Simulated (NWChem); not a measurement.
Molecule: GeSiH6O2; SMILES O[SiH2][GeH2][OH]

```xyz
10

O      1.0673     1.8768     0.7119
Si     0.0860     1.5830    -0.5982
Ge    -0.3005    -0.7832    -0.3697
O      0.5375    -0.8597     1.2618
H      1.1708     1.0770     1.2637
H      0.7680     1.9163    -1.8779
H     -1.1858     2.3550    -0.5424
H      0.4401    -1.7383    -1.3501
H     -1.7564    -1.3058    -0.2126
H      0.7383    -1.7635     1.5463
```
Atoms are numbered in this order, from 1.

Level: B3LYP/6-31G* (spherical d) (NWChem), optimised geometry, unscaled harmonic frequencies. B3LYP is NWChem's, with the RPA form of VWN correlation.

Task: List the harmonic frequencies with IR intensities, and the thermochemistry.

Result: 
| frequency (cm⁻¹) | IR intensity (km/mol) |
|---|---|
| 35 | 4.3 |
| 120 | 110.1 |
| 165 | 5.1 |
| 249 | 13.9 |
| 360 | 4.5 |
| 363 | 34.5 |
| 483 | 87.3 |
| 564 | 1.3 |
| 633 | 67.1 |
| 642 | 36.3 |
| 727 | 166.8 |
| 743 | 9.8 |
| 821 | 96.4 |
| 869 | 247.9 |
| 895 | 9.4 |
| 947 | 11.8 |
| 1003 | 118.7 |
| 1098 | 356.8 |
| 2069 | 147.7 |
| 2079 | 176.3 |
| 2241 | 165.8 |
| 2247 | 172.8 |
| 3642 | 150.2 |
| 3780 | 49.8 |

- zero-point energy = 38.3 kcal/mol
- thermal correction to the enthalpy at 298.15 K (with zero-point energy) = 43.5 kcal/mol
- heat capacity Cv = 25.2 cal/(mol K)
- entropy at 298.15 K and 1 atm (symmetry number 1) = 86.1 cal/(mol K)
- dipole moment = 2.61 D

Rigid rotor and harmonic oscillator; modes under 100 cm⁻¹ make the entropy uncertain.
